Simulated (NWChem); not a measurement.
All runs are NWChem calculations. System: cyclotrisilazane (H9N3Si3), charge 0, spin multiplicity 1, at a geometry optimised with PBE0/def2-SVP. Level: RHF/def2-SVP.

Part of the output:

```
             Northwest Computational Chemistry Package (NWChem) 7.3.0
             --------------------------------------------------------

                                NWChem Input Module
                                -------------------

 Scaling coordinates for geometry "geometry" by  1.889725989
 (inverse scale =  0.529177249)

 Turning off AUTOSYM since
 SYMMETRY directive was detected!

                             Geometry "geometry" -> ""
                             -------------------------

 Output coordinates in angstroms (scale by  1.889725989 to convert to a.u.)

  No.       Tag          Charge          X              Y              Z
 ---- ---------------- ---------- -------------- -------------- --------------
    1 Si                  14.0000     0.87597600    -0.17113100     1.58020200
    2 N                    7.0000     1.43801600     0.31389900     0.00000000
    3 Si                  14.0000     0.87597600    -0.17113100    -1.58020200
    4 N                    7.0000    -0.85362900    -0.20758500    -1.43610900
    5 Si                  14.0000    -1.63864100     0.40508800     0.00000000
    6 N                    7.0000    -0.85362900    -0.20758500     1.43610900
    7 H                    1.0000     1.42666400     0.84002400     2.53773800
    8 H                    1.0000     1.34618300    -1.51761600     2.04142600
    9 H                    1.0000     2.19357500     0.99312700     0.00000000
   10 H                    1.0000     1.42666400     0.84002400    -2.53773800
   11 H                    1.0000     1.34618300    -1.51761600    -2.04142600
   12 H                    1.0000    -1.38835600    -0.81716600    -2.04637600
   13 H                    1.0000    -3.05461300    -0.07129600     0.00000000
   14 H                    1.0000    -1.60959700     1.89701700     0.00000000
   15 H                    1.0000    -1.38835600    -0.81716600     2.04637600

 Effective nuclear repulsion energy (a.u.)     474.3565663069

            Nuclear Dipole moment (a.u.)
            ----------------------------
        X                 Y               Z
 ---------------- ---------------- ----------------
     0.0000132281    -0.0000018897     0.0000000000

      Symmetry information
      --------------------

 Group name             Cs
 Group number              2
 Group order               2
 No. of unique centers    10

      Symmetry unique atoms

     1    2    4    5    7    8    9   12   13   14
[...]
              MO Center= -3.4D-01, -1.1D-01, -2.9D-14, r^2= 4.8D+00
   Bfn.  Coefficient  Atom+Function         Bfn.  Coefficient  Atom+Function
  ----- ------------  ---------------      ----- ------------  ---------------
    55      0.266691   4 N  py               87     -0.266691   6 N  py
    58     -0.254865   4 N  py               90      0.254865   6 N  py
    56     -0.235858   4 N  pz               88     -0.235858   6 N  pz
    59      0.224978   4 N  pz               91      0.224978   6 N  pz

 Vector   37  Occ=0.000000D+00  E= 1.577470D-01  Symmetry=a'
              MO Center=  1.2D+00,  1.2D-01, -2.0D-15, r^2= 6.9D+00
   Bfn.  Coefficient  Atom+Function         Bfn.  Coefficient  Atom+Function
  ----- ------------  ---------------      ----- ------------  ---------------
    21      1.408780   2 N  s                13      0.727381   1 Si pz
    45     -0.727381   3 Si pz              108     -0.652330   9 H  s
    11     -0.316694   1 Si px               43     -0.316694   3 Si px
   128     -0.296160  13 H  s                98     -0.220189   7 H  s
   113     -0.220189  10 H  s                67      0.213935   5 Si s

 Vector   38  Occ=0.000000D+00  E= 1.691052D-01  Symmetry=a"
              MO Center= -5.3D-01, -1.7D-01, -9.8D-15, r^2= 8.6D+00
   Bfn.  Coefficient  Atom+Function         Bfn.  Coefficient  Atom+Function
  ----- ------------  ---------------      ----- ------------  ---------------
    53      1.079301   4 N  s                85     -1.079301   6 N  s
    77      0.690324   5 Si pz               11     -0.656996   1 Si px
    43      0.656996   3 Si px              123     -0.501209  12 H  s
   138      0.501209  15 H  s

 Vector   39  Occ=0.000000D+00  E= 1.728890D-01  Symmetry=a'
              MO Center= -9.7D-01, -4.4D-01, -3.8D-13, r^2= 7.6D+00
   Bfn.  Coefficient  Atom+Function         Bfn.  Coefficient  Atom+Function
  ----- ------------  ---------------      ----- ------------  ---------------
    53      1.030381   4 N  s                85      1.030381   6 N  s
   123     -0.785005  12 H  s               138     -0.785005  15 H  s
    75     -0.670999   5 Si px              128     -0.488674  13 H  s
    11      0.374267   1 Si px               43      0.374267   3 Si px
    76      0.265118   5 Si py              108     -0.255278   9 H  s

 center of mass
 --------------
 x =  -0.00419122 y =   0.00234546 z =   0.00000000

 moments of inertia (a.u.)
 ------------------
         886.172281294161          56.253754693047           0.000000000000
          56.253754693047        1511.370365968678           0.000000000000
           0.000000000000           0.000000000000         774.129851503124

  Mulliken analysis of the total density
  --------------------------------------

    Atom       Charge   Shell Charges
 -----------   ------   -------------------------------------------------------
    1 Si  14    12.99   2.00  1.99  0.87  0.06  5.94  1.13  0.63  0.37
    2 N    7     7.83   1.99  0.94  0.58  2.42  1.89  0.01
    3 Si  14    12.99   2.00  1.99  0.87  0.06  5.94  1.13  0.63  0.37
    4 N    7     7.81   1.99  0.93  0.58  2.43  1.87  0.01
    5 Si  14    13.01   2.00  1.99  0.88  0.03  5.94  1.13  0.68  0.37
    6 N    7     7.81   1.99  0.93  0.58  2.43  1.87  0.01
    7 H    1     1.19   0.75  0.42  0.01
    8 H    1     1.19   0.75  0.42  0.01
    9 H    1     0.81   0.69  0.07  0.05
   10 H    1     1.19   0.75  0.42  0.01
   11 H    1     1.19   0.75  0.42  0.01
   12 H    1     0.82   0.69  0.08  0.05
   13 H    1     1.18   0.75  0.41  0.01
   14 H    1     1.18   0.76  0.41  0.01
   15 H    1     0.82   0.69  0.08  0.05

       Multipole analysis of the density wrt the origin
       ------------------------------------------------

     L   x y z        total         open         nuclear
     -   - - -        -----         ----         -------
     0   0 0 0      0.000000      0.000000     72.000000

     1   1 0 0     -0.097496      0.000000      0.000013
     1   0 1 0     -0.305594      0.000000     -0.000002
     1   0 0 1      0.000000      0.000000      0.000000

     2   2 0 0    -43.563325      0.000000    400.093520
     2   1 1 0      3.474238      0.000000    -28.308472
     2   1 0 1      0.000000      0.000000     -0.000000
     2   0 2 0    -46.646622      0.000000     58.399529
     2   0 1 1     -0.000000      0.000000      0.000000
     2   0 0 2    -44.901850      0.000000    458.457446

 Task  times  cpu:        5.5s     wall:        5.5s

 Total times  cpu:        5.5s     wall:        5.5s
```

Question: Write an NWChem input that would produce this output.

Answer: One answer among several that fit: 
```
start mol
memory heap 200 mb stack 900 mb global 1100 mb
geometry units angstroms nocenter noautoz
  Si     0.875976    -0.171131     1.580202
  N      1.438016     0.313899     0.000000
  Si     0.875976    -0.171131    -1.580202
  N     -0.853629    -0.207585    -1.436109
  Si    -1.638641     0.405088     0.000000
  N     -0.853629    -0.207585     1.436109
  H      1.426664     0.840024     2.537738
  H      1.346183    -1.517616     2.041426
  H      2.193575     0.993127     0.000000
  H      1.426664     0.840024    -2.537738
  H      1.346183    -1.517616    -2.041426
  H     -1.388356    -0.817166    -2.046376
  H     -3.054613    -0.071296     0.000000
  H     -1.609597     1.897017     0.000000
  H     -1.388356    -0.817166     2.046376
  symmetry group Cs
end
basis spherical
  * library def2-svp
end
scf
  rhf
  nopen 0
  maxiter 100
  thresh 1e-7
  semidirect memsize 60000000 filesize 0
end
task scf energy
```
